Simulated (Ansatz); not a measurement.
One change: `CO[SiH](N)Cl` becomes `CO[SiH](N)Br`.

Ansatz, PBE0-D4/def2-TZVP geometries, multiplicity 1. Each molecule was computed in one conformer, which needn't be the lowest.

Scalar relativity is left out up to krypton.

```json
{"property": "HOMO–LUMO gap (B3LYP/def2-TZVPP) / eV", "`CO[SiH](N)Cl`": "8.26"}
{"property": "size of the dipole moment (ωB97M-V/def2-TZVPP) / D", "`CO[SiH](N)Cl`": "1.65"}
{"property": "LUMO energy (PBE/def2-TZVPP) / eV", "`CO[SiH](N)Cl`": "0.01"}
{"property": "LUMO energy (ωB97M-V/def2-TZVPP) / eV", "`CO[SiH](N)Cl`": "2.31"}
{"property": "HOMO energy (PBE/def2-TZVPP) / eV", "`CO[SiH](N)Cl`": "-6.52"}
{"property": "size of the dipole moment (PBE/def2-TZVPP) / D", "`CO[SiH](N)Cl`": "1.64"}
```

Problem. What does the change do to each property? (Best estimate.)

Solution. Computed: 
```
                                          property  `CO[SiH](N)Br`  shift
             HOMO–LUMO gap (B3LYP/def2-TZVPP) / eV            8.12  -0.14
size of the dipole moment (ωB97M-V/def2-TZVPP) / D            1.85   0.20
                 LUMO energy (PBE/def2-TZVPP) / eV           -0.08  -0.09
             LUMO energy (ωB97M-V/def2-TZVPP) / eV            2.24  -0.07
                 HOMO energy (PBE/def2-TZVPP) / eV           -6.50   0.02
    size of the dipole moment (PBE/def2-TZVPP) / D            1.81   0.17
```

With PBE0 the HOMO rises by 0.08 eV and the LUMO falls by 0.08 eV, so the gap narrows by about 0.16 eV. PBE moves the HOMO by 0.02 eV and ωB97M-V by 0.14 eV. Dipoles are sizes alone; their direction can turn.

B3LYP here is the variant with VWN-RPA as its local correlation; programs differ in this.

Spin–orbit coupling is left out; it splits and shifts lone-pair levels of the heavy atoms by tenths of an eV.
